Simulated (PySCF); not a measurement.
[Mn(OH)6]2-: Mn(IV) (d3), charge -2. The structure is a model geometry with rigid ligands and bond lengths from ionic radii, not a minimum; coordination octahedral, point group S6, metal–donor distances 1.86 Å.

```
13

Mn    0.000    0.000    0.000
O     0.000    0.000    1.860
H     0.800    0.000    2.400
O     0.000    0.000   -1.860
H    -0.800    0.000   -2.400
O     1.860    0.000    0.000
H     2.400    0.800    0.000
O    -1.860    0.000    0.000
H    -2.400   -0.800    0.000
O     0.000    1.860    0.000
H     0.000    2.400    0.800
O     0.000   -1.860    0.000
H     0.000   -2.400   -0.800
```

Method (PySCF 2.14, density fitting): CASSCF(3,5) with orbitals averaged over all microstates of the shell, strongly contracted NEVPT2 on the averaged canonical orbitals; basis x2c-TZVPall on the metal, x2c-SVPall elsewhere; spin-free X2C; IEF-PCM water; spin-orbit coupling by state interaction with the mean-field operator over all roots.

Problem. What is the ground state?

Solution. 4Ag (from 4A2g) (S = 3/2, orbital degeneracy 1), with 3.0 electrons in the lower (t2g-type) set and 0.0 in the upper (eg-type) set, by NEVPT2.

Problem. Where do the spin-allowed transitions within the shell lie?

Solution. By NEVPT2: 4Eg (from 4T2g) at 29324 cm⁻¹ (341 nm); 4Ag (from 4T2g) at 29589 cm⁻¹ (338 nm); 4Ag (from 4T1g) at 37330 cm⁻¹ (268 nm); 4Eg (from 4T1g) at 38339 cm⁻¹ (261 nm); 4Eg (from 4T1g) at 60410 cm⁻¹; 4Ag (from 4T1g) at 62393 cm⁻¹. All are electric-dipole forbidden at this geometry.

Problem. Which is the lowest state of another spin?

Solution. 2Eg at 18868 cm⁻¹ by NEVPT2; CASSCF alone puts it at 20436 cm⁻¹ above the same ground state.

Problem. Give the fitted ligand-field and repulsion parameters.

Solution. At CASSCF level (the NEVPT2 levels don't fit a ligand-field model well): orbital energies 0, 0, 652, 22535, 22535 cm⁻¹; 10Dq = 22317 cm⁻¹ (difference of the means of the two sets); B = 1016 cm⁻¹; C = 3944 cm⁻¹; B over its free-ion value at the same level 0.764; the fit misses the states by 760 cm⁻¹ rms, so splittings below that are unsure; ζ = 344 cm⁻¹ (free ion 412).

Problem. What magnetic behaviour follows?

Solution. The ground multiplet follows a spin Hamiltonian with S = 3/2, g = 1.978, 1.978, 1.980, D = 0.66 cm⁻¹, E/|D| = 0.00 (spin-orbit part alone); the lowest levels hold 100 % of the spin-free ground state. μeff is 3.84 μB at 300 K and 3.83 μB at 10 K; the spin-only value is 3.88 μB.

Charge-transfer states lie outside this active space and may come lower than some of these levels. NEVPT2 lifts 4Eg (from 4T2g) from 22910 to 29324 cm⁻¹; on the d shell alone it tends to overshoot states that fill the eg-type orbitals. An active orbital has only 0.70 squared overlap with the free ion's shell, so the metal shell alone is a small active space here. NEVPT2 on the d shell alone tends to put d–d bands too high for such charged or covalently bound ions.

The job took 13 s on one thread of Arm Neoverse V2 (shared host), with 162 basis functions, launched as `OMP_NUM_THREADS=1 python lf_run.py task.json out`.
